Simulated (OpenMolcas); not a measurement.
## Ni5+, Pd5+, Pt5+: d⁵ down the group

```json
{"Program": "OpenMolcas 26.06", "Method": "CASSCF", "Basis": "ANO-R2", "Scalar Hamiltonian": "X2C, finite nucleus", "Spin-orbit coupling": "state interaction with AMFI integrals over the reference wave functions, term energies averaged over their components"}
```

Active space for each ion: 5 electrons in 5 orbitals (d).

Computed levels in cm-1 above ⁶S_5/2:

```json
{"Level": "⁴G_7/2", "Ni5+": "47406", "Pd5+": "32900", "Pt5+": "29400"}
{"Level": "⁴G_11/2", "Ni5+": "47423", "Pd5+": "33034", "Pt5+": "30649"}
{"Level": "⁴G_9/2", "Ni5+": "47445", "Pd5+": "33182", "Pt5+": "32047"}
{"Level": "⁴P_1/2", "Ni5+": "54777", "Pd5+": "38040", "Pt5+": "34948"}
{"Level": "⁴D_7/2", "Ni5+": "58786", "Pd5+": "40395", "Pt5+": "39074"}
{"Level": "⁴D_1/2", "Ni5+": "59002", "Pd5+": "41777", "Pt5+": "44582"}
{"Level": "²I_11/2", "Ni5+": "67505", "Pd5+": "46864", "Pt5+": "44226"}
{"Level": "²I_13/2", "Ni5+": "67666", "Pd5+": "47837", "Pt5+": "48470"}
{"Level": "²F_7/2(1)", "Ni5+": "78266", "Pd5+": "56510", "Pt5+": "63474"}
{"Level": "weight of ⁶S in the lowest level (%)", "Ni5+": "100", "Pd5+": "99", "Pt5+": "86"}
```

Mixed levels, with the weight of the term that names them: Pd5+ ²F_7/2(1) (57 %), Pt5+ ⁴G_7/2 (68 %), Pt5+ ⁴P_1/2 (64 %), Pt5+ ⁴D_7/2 (68 %), Pt5+ ⁴D_1/2 (70 %), Pt5+ ²I_11/2 (73 %), Pt5+ ²F_7/2(1) (60 %).

Measured, with the error of the calculation in %. Measured levels: Ni5+ from Corliss and Sugar, J. Phys. Chem. Ref. Data 10, 197 (1981).

| Level | Ni5+ |
| --- | --- |
| ⁴G_11/2 | 41921 (+13.1) |
| ⁴P_1/2 | 46325 (+18.2) |
| ⁴D_7/2 | 50331 (+16.8) |
| ²I_11/2 | 61196 (+10.3) |
| ²I_13/2 | 61280 (+10.4) |
| ²F_7/2(1) | 67085 (+16.7) |

Without spin-orbit coupling ⁴G lies 47417, 32991, 30337 cm-1 above ⁶S in that order; the difference to the level ⁴G_7/2, of either sign, comes from spin-orbit coupling, which also lowers the zero.

Without dynamic correlation excited terms often stand tens of per cent too high (terms of higher spin than the ground term too low), and those without a measured partner can miss by more than the paired ones. Computed and measured levels are paired by configuration, term and J; levels that our copy of the source lacks, or whose pairing is in doubt (as where it misses far off the trend of its configuration), stay unpaired and out of the deviations. Levels of configurations outside the active space are missing.

A number in round brackets counts repeated terms of one configuration in the order of the reference energies.
